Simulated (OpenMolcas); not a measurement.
In II: CASPT2 settings compared

| Property | Result |
| --- | --- |
| Program | OpenMolcas 26.06 |
| Basis | ANO-RCC-VDZ [6s5p2d] |
| Scalar Hamiltonian | DKH3, point nucleus |
| Active space | 2 electrons in 4 orbitals (5s 5p) |
| State averaging | 2S+1 = 3 even, 3 roots; 2S+1 = 1 even, 7 roots; 2S+1 = 3 odd, 3 roots; 2S+1 = 1 odd, 3 roots |
| Spin-orbit coupling | RASSI with atomic mean-field integrals over the reference wave functions, term energies averaged over their components |

Methods on the same reference wave functions:
A. CASSCF
B. SS-CASPT2, IPEA 0.6 Eh, no level shift (closed shells correlated: 4d)
C. MS-CASPT2, IPEA 0.6 Eh, no level shift (closed shells correlated: 4d)
D. XMS-CASPT2, IPEA 0.4 Eh, sigma1 regulariser 0.4 Eh (closed shells correlated: 4d)
E. XMS-CASPT2, IPEA 0.2 Eh, no level shift (closed shells correlated: 4d)

Energies in eV above 5s² ¹S₀, the measured ground level; measured values from NIST Handbook of Basic Atomic Spectroscopic Data.

```tsv
Level	A	B	C	D	E	Measured
5s² ¹S₀	0.0000	0.0000	0.0000	0.0000	0.0000	0.0000
5s 5p ³P°₀	4.6822	4.887	4.889	4.979	4.971	5.2416
5s 5p ³P°₁	4.8084	5.013	5.015	5.105	5.097	5.3748
5s 5p ³P°₂	5.0778	5.283	5.285	5.374	5.366	5.6821
5s 5p ¹P°₁	8.2161	8.338	8.339	8.419	8.407	7.8157
5p² ³P₀	12.1158	12.318	12.319	12.404	12.391	12.5977
5p² ³P₁	12.2792	12.483	12.485	12.569	12.557	12.8012
5p² ³P₂	12.4956	12.698	12.700	12.784	12.771	13.0883
5p² ¹D₂	13.3664	13.541	13.543	13.620	13.610	12.1043
5p² ¹S₀	15.3611	15.423	15.427	15.516	15.498	15.0379
```

Deviations, from unrounded energies. A percentage is the sum of absolute deviations over the sum of measured energies, with the sign that they share, or ± where signs differ.

```csv
Against measurement,Levels,A,B,C,D,E
mean absolute deviation (cm-1),9,4800,4000,4000,3700,3800
other configurations (%),9,±5.9,±5.0,±5.0,±4.6,±4.7
```

D, E lie about equally close to measurement and A furthest from it. The largest miss of D in the table is 5p² ¹D₂, by +12000 cm-1. The ranking rests on the paired levels alone, and a cruder setting can come out closer through cancelling errors.

Among B to E the level of the table that moves most is 5p² ¹S₀, by 750 cm-1 (lowest in B, highest in D). Moves below CASPT2's spread within the term are not significant.

The two smallest mean deviations differ by little beside CASPT2's spread within terms, so their order carries little weight.

The lowest spin-free term lies below A's lowest term by 0.014 hartree in B, 0.015 hartree in C, 0.018 hartree in D, 0.018 hartree in E.

Term energies are means over components that CASPT2 splits; among the terms shown or strongly mixed into the levels shown the widest spread is 100 cm-1 (5p² ¹D, D). The ¹D term of p² mixes with s d, which this space lacks. Without dynamic correlation excited terms often stand tens of per cent too high (terms of higher spin than the ground term too low), and those without a measured partner can miss by more than the paired ones (holds for A). Computed and measured levels are paired by configuration, term and J; levels that our copy of the source lacks, or whose pairing is in doubt (as where it misses far off the trend of its configuration), stay unpaired and out of the deviations. Only configurations of the active space appear.

° marks odd parity.
